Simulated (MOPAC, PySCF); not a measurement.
C₃H₆O, SMILES `C=COC` (C–C–O–C torsion 178°), neutral singlet in the gas phase. 

Cartesian coordinates (Å):
SMILES: O(C)C=C
```xyz
10

C      1.8004     0.6623     0.4106
C      0.7042     0.0756    -0.0532
O     -0.5106     0.2281     0.5325
C     -1.5899    -0.4278    -0.1163
H      2.7450     0.5042    -0.0870
H      1.7722     1.3000     1.2838
H      0.7199    -0.5659    -0.9309
H     -2.4782    -0.2335     0.4803
H     -1.7415    -0.0349    -1.1264
H     -1.4216    -1.5080    -0.1694
```
Charge 0, multiplicity 1.

All levels are single points at this geometry (B3LYP-D3(BJ)/def2-TZVP); Pople sets use spherical d functions. Orbital energies aren't observables, and empty levels follow the basis.

HF/STO-3G in PySCF gives HOMO (eV) = -7.18.

Problem. Estimate the HOMO (eV) from each of these levels: PBE-D3(BJ)/def2-TZVP in PySCF; TPSSh-D3(BJ)/def2-TZVP in PySCF; BP86/6-31G* in PySCF; M06-2X/6-31G* in PySCF; PBE/6-31G* in PySCF; SVWN5/6-31G* in PySCF; HF/3-21G in PySCF; HF/6-31G* in PySCF; AM1 in MOPAC; PM3 in MOPAC; PM6 in MOPAC; PM7 in MOPAC.

Solution. 
```csv
level,HOMO (eV)
PBE-D3(BJ)/def2-TZVP in PySCF,-5.32
TPSSh-D3(BJ)/def2-TZVP in PySCF,-5.81
BP86/6-31G* in PySCF,-4.99
M06-2X/6-31G* in PySCF,-7.49
PBE/6-31G* in PySCF,-4.89
SVWN5/6-31G* in PySCF,-5.02
HF/3-21G in PySCF,-9.04
HF/6-31G* in PySCF,-9.04
AM1 in MOPAC,-9.40
PM3 in MOPAC,-9.49
PM6 in MOPAC,-9.26
PM7 in MOPAC,-9.38
```
